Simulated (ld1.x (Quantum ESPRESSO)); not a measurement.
**Cutoff test, cobalt (Co), TM**

| Property | Result |
| --- | --- |
| Element | Co |
| Generator | ld1.x (Quantum ESPRESSO) 7.5 |
| Type | norm-conserving Troullier–Martins (Kleinman–Bylander form) |
| Functional | BLYP |
| Relativity | scalar-relativistic |
| Frozen core | [Ne] |
| Valence charge | 17 |
| Reference configuration | 3s2 3p6 3d8 4s1 4p0 |
| Partial waves | 3p (bound): rc 1.15 bohr; 3d (bound): rc 0.85 bohr; 3s (bound): rc 1.15 bohr |
| Local potential | the s channel |
| Core correction | a·sin(br)/r model core inside 0.55 bohr |

Occupied shells without a wave of their own: 4s. They enter only through the test configuration that unscreens the potential, and ld1.x also counts them in the model core charge.

The pseudo-atom Hamiltonian at the reference potential is diagonalised in spherical Bessel functions j_l(qr) that vanish at 20 bohr, with q² up to the cutoff. All-electron valence levels (Ry): 3p -4.4714, 4p -0.0597, 3d -0.3082, 3s -7.1579, 4s -0.3226.

Question: How do the lowest levels (Ry) of each channel move with the cutoff, and are there ghosts?

Answer:

| cutoff (Ry) | p #1 | p #2 | d #1 | s #1 | s #2 | f #1 | Σ f·Δε (mRy) |
| --- | --- | --- | --- | --- | --- | --- | --- |
| 8 | -1.3627 | -0.0070 | 0.0536 | -6.2439 | -0.2475 | 0.1044 | 23480.3 |
| 25 | -3.7658 | -0.0441 | 0.0532 | -7.0331 | -0.3482 | 0.1044 | 7379.1 |
| 50 | -4.4258 | -0.0602 | 0.0525 | -7.1316 | -0.3511 | 0.1044 | 3214.0 |
| 100 | -4.4709 | -0.0622 | 0.0445 | -7.1541 | -0.3533 | 0.1044 | 2832.4 |
| 180 | -4.4715 | -0.0622 | -0.2680 | -7.1578 | -0.3535 | 0.1044 | 321.1 |
| 400 | -4.4715 | -0.0622 | -0.3081 | -7.1580 | -0.3535 | 0.1044 | 0.0 |

Result: no extra level below or beside the all-electron valence levels (p, d, s, f tested); 10 mRy is reached at 260 Ry and 1 mRy at over 300 Ry.

The potential misses its own reference levels by up to 0.4 eV. ld1.x takes every shell without a wave as core, so the model core holds the 4s electrons as well and exchange and correlation see them twice. This cancels in the reference configuration, but the file is broken for other ones, and its errors say nothing about a proper core correction. Its largest configuration-test error is -1126 meV.
